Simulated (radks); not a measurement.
Effect of the nuclear size on the tantalum ion Ta37+, [Kr]. Calculated with a radial shooting solver on a logarithmic mesh with Libxc functionals: Dirac Kohn-Sham, LDA (Slater exchange, Perdew-Wang correlation), spin-unpolarised, spherical densities, finite nucleus; Fermi nuclear charge, rms radius 5.3507 fm. The rms radius is varied about that value; shifts are against it.

rms radius (fm)  total energy shift (eV)  density at nucleus (e/bohr^3)  1s1/2 shift (meV)  2s1/2 shift (meV)  3p1/2 shift (meV)  4s1/2 shift (meV)  4p3/2 shift (meV)  5s1/2 (empty) shift (meV)
4.3448                             -18.4                      1.405e+06              -7470              -1040             -0.515              -73.8               4.57                      -31.7
4.9976                             -6.76                       1.34e+06              -2740               -382             -0.195              -27.1               1.68                      -11.6
5.3507                                 0                      1.309e+06              0.000              0.000              0.000              0.000              0.000                      0.000
5.8537                              10.2                       1.27e+06               4120                574              0.305               40.6              -2.52                       17.4
5.9553                              12.3                      1.263e+06               4980                695              0.370               49.1              -3.04                       21.1

Slopes of the eigenvalues against <r^2> in GHz/fm^2, as finite differences over the two radii next to the reference (eigenvalue slopes, not the field-shift constants of lines): 1s1/2 178000, 2s1/2 24900, 3p1/2 13.0, 4s1/2 1760, 4p3/2 -109, 5s1/2 (empty) 756.
